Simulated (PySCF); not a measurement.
Ga(F)(NH2)2 (FGaH4N2), SMILES [Ga]([NH2])([F])[NH2].

Geometry optimised at PBE0-D3(BJ)/def2-SVP. The structure was generated by enumeration; whether it is a known compound was not checked. The values are those of a single conformer.

Two levels are set side by side: PBE/def2-TZVP (PySCF) and r2SCAN/def2-TZVP (PySCF). Same geometry, gas phase. Differences are taken from unrounded values.

| quantity | r2SCAN | PBE | PBE minus r2SCAN |
|---|---|---|---|
| orbital gap (eV) | 5.41 | 4.66 | -0.76 |
| highest occupied level (eV) | -6.17 | -5.85 | 0.32 |
| lowest empty level (eV) | -0.75 | -1.20 | -0.44 |
| dipole moment (D) | 2.84 | 2.80 | -0.04 |
| mean polarisability (bohr³) | 40.3 | 41.9 | 1.6 |

Rough cost on one machine, each run with all the roots and properties that it gave: r2SCAN against PBE about 5 times.
